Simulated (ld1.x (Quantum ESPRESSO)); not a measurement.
Which change was made? (N, PAW)

N (Z = 7), PAW, made with ld1.x (Quantum ESPRESSO) 7.5 (PBE, non-relativistic). Core [He], reference 2s1.5 2p3.5. Waves: 2s (bound): rcut 0.80, rcutus 1.00 bohr; 2s channel at 2.1 Ry: rcut 0.80, rcutus 1.00 bohr; 2p (bound): rcut 1.40, rcutus 1.85 bohr; 2p channel at 0.35 Ry: rcut 1.40, rcutus 1.85 bohr. Local part: all-electron potential smoothed inside 1.65 bohr (lloc = -1). Core correction: Bessel-smoothed model core inside 0.85 bohr. Augmentation charge: PSQ, inside the norm-conserving radii.

Cutoffs, loose and tight: the cutoffs (Ry, on a coarse ladder) from which the occupation-weighted sum of valence levels, in a spherical-Bessel basis at the reference potential, stays within 10 and 1 mRy of its value at 400 Ry. They do not see the model core or the augmentation charge, which bear on the density cutoff. Test errors are all-electron minus pseudo excitation energies from the reference, over the configurations 2s2 2p3; 2s2 2p2; 2s2 2p1; 2s1 2p3; 2s2 2p3.3; 2s1 2p4; 2s2 2p2.5; variants that change the core or the reference have their own tests. The largest error is taken over the tests solved by every variant that gives reliable tests at all, those not shown here included: 2s1 2p4; 2s2 2p2.5; 2s2 2p3; 2s2 2p3.3.

The base gives: outcome: generated; cutoff, loose: 21 Ry; cutoff, tight: 35 Ry; bound ghosts: none; largest test error (meV): -0.1.

Problem. After one change the result is: outcome: generated; cutoff, loose: 25 Ry; cutoff, tight: 40 Ry; bound ghosts: none; largest test error (meV): -0.1. Which change was it?
A. waves 2p (bound): rcut 1.40, rcutus 2.80 bohr; 2p channel at 0.35 Ry: rcut 1.40, rcutus 2.80 bohr
B. waves 2p (bound): rcut 1.40, rcutus 2.08 bohr; 2p channel at 0.35 Ry: rcut 1.40, rcutus 2.08 bohr
C. waves 2p (bound): rcut 1.40, rcutus 1.70 bohr; 2p channel at 0.35 Ry: rcut 1.40, rcutus 1.70 bohr
D. waves 2p (bound): rcut 1.20, rcutus 1.28 bohr; 2p channel at 0.35 Ry: rcut 1.20, rcutus 1.28 bohr

Solution. C. The others give: waves 2p (bound): rcut 1.40, rcutus 2.08 bohr; 2p channel at 0.35 Ry: rcut 1.40, rcutus 2.08 bohr → outcome: generated; cutoff, loose: 18 Ry; cutoff, tight: 35 Ry; bound ghosts: none; largest test error (meV): -0.4 | waves 2p (bound): rcut 1.40, rcutus 2.80 bohr; 2p channel at 0.35 Ry: rcut 1.40, rcutus 2.80 bohr → outcome: generated; cutoff, loose: 10 Ry; cutoff, tight: 35 Ry; bound ghosts: none; largest test error (meV): -5.4 | waves 2p (bound): rcut 1.20, rcutus 1.28 bohr; 2p channel at 0.35 Ry: rcut 1.20, rcutus 1.28 bohr → outcome: generated; cutoff, loose: 40 Ry; cutoff, tight: 70 Ry; bound ghosts: none; largest test error (meV): -0.2.
